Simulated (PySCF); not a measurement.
## Working out the ionisation energy of P⁺

P⁺ [Ne] 3s2 3p2 (3P) → P²⁺ [Ne] 3s2 3p1 (2P). All numbers are calculated (PySCF 2.14, the non-relativistic Hamiltonian (point nucleus), in aug-cc-pV(D+d)Z (5s4p3d, 32 functions)). Frozen: [Ne]. Energies in hartree (1 hartree = 27.21139 eV):

| part | P⁺ (lower) | P²⁺ (upper) |
| --- | --- | --- |
| UHF | -340.344823 | -339.640360 |
| MP2 opposite-spin | -0.042654 | -0.036843 |
| MP2 same-spin | -0.008568 | -0.002376 |

Problem. What does Hartree-Fock give?

Solution. (-339.640360) − (-340.344823) = 0.704463 hartree = 19.169 eV.

Problem. What do MP2 and SCS-MP2 (6/5 opposite-spin, 1/3 same-spin) give?

Solution. The opposite-spin parts differ by 0.158 eV and the same-spin parts by 0.168 eV. MP2: 19.169 + (0.158) + (0.168) = 19.495 eV. SCS-MP2: 19.169 + 1.2 × (0.158) + (0.168)/3 = 19.415 eV.

A first-order spin-orbit estimate adds -0.006 eV to MP2 (valence), giving 19.489 eV against 19.769 eV (semi-empirical (NIST evaluation); NIST Atomic Spectra Database, ionization energies).

What remains against the reference includes basis incompleteness, the frozen core and correlation beyond second order.
